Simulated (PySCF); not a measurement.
# How the method changes the shape and vibrations of B2CFH2 cation

All numbers below are calculated, not measured. They come from PySCF 2.14.0, an open-source quantum chemistry program, on an isolated molecule that a program drew, which may never have been made. The molecule is B2CFH2 cation (charge +1, singlet), drawn as the SMILES string `B=C[B+]F`.

The geometry was optimised and harmonic frequencies were computed with HF and MP2, all in the cc-pVDZ basis, for the commonest isotopes, with a restricted reference for singlets and an unrestricted one otherwise, and a frozen core in MP2. Each result is a local minimum of its method.

Geometry at the HF minimum:
```xyz
6
B2CFH2 cation, angstrom
B    -2.8114    0.0076    1.0138
C    -1.7772   -0.5803    1.7804
B    -0.4889   -0.9402    1.2835
F     0.6332   -1.2564    0.8617
H    -3.6735    0.4945    0.3866
H    -1.9707   -0.7784    2.8380
```

Lengths of the bonds as drawn, in Å (atoms numbered as above):
| bond | HF | MP2 |
|---|---|---|
| B1-C2 | 1.415 | 1.423 |
| C2-B3 | 1.427 | 1.437 |
| B3-F4 | 1.240 | 1.259 |
| B1-H5 | 1.172 | 1.182 |
| C2-H6 | 1.093 | 1.105 |

Rotational constants, in GHz:
```
constant,HF,MP2
A,53.54,51.04
B,4.249,4.206
C,3.937,3.886
```

Harmonic frequencies in cm^-1, each column in rising order, so a row needn't be the same motion in every method:
```
rank    HF   MP2
   1   173   152
   2   395   369
   3   494   453
   4   550   494
   5   792   753
   6   820   758
   7   925   872
   8  1076     ?
   9  1496  1449
  10  1867  1824
  11  2984  2896
  12  3253  3155
```

**Estimate the missing MP2 frequency from the HF column.**

A single factor s that minimises the squared misfit of MP2 against s times HF over the other rows is sum(HF x MP2) / sum(HF^2) = 0.9670, with an rms misfit of 21 cm^-1. For rank 8 it gives 0.9670 x 1076 = 1040 cm^-1. The calculation gives 986 cm^-1, 54 cm^-1 below the estimate. The drawn bonds are on average 0.9 % longer in MP2 than in HF.
